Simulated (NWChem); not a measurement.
# 1,1-difluoroethane (C2H4F2); SMILES CC(F)F

All runs: NWChem. Structure relaxed at the PBE0/def2-SVP level. Level: M05-2X/def2-SVP with SMD, gas-phase geometry; reactions with the solvents are ignored.

| SMD term (kcal/mol) | water | toluene |
|---|---|---|
| distortion of the solute's density | 0.57 | 0.17 |
| polarisation | -4.97 | -2.62 |
| cavity, dispersion and structure | 3.27 | -0.23 |

Task: Sum the solvation free energies, find the transfer free energy from water to toluene and the partition coefficient at 298.15 K.

Result: 
1. ΔG(solv, water) = -1.13 kcal/mol and ΔG(solv, toluene) = -2.68 kcal/mol (1 M gas to 1 M solution).
2. Transfer: -2.68 − (-1.13) = -1.55 kcal/mol.
3. log₁₀ K(toluene/water) = −ΔG/(RT ln 10) = 1.55/1.364 = 1.1, so the model puts more of the solute in toluene.
4. Of the transfer energy, 1.95 kcal/mol is electrostatic and -3.50 comes from the non-electrostatic term. The two phases are taken as the pure solvents.
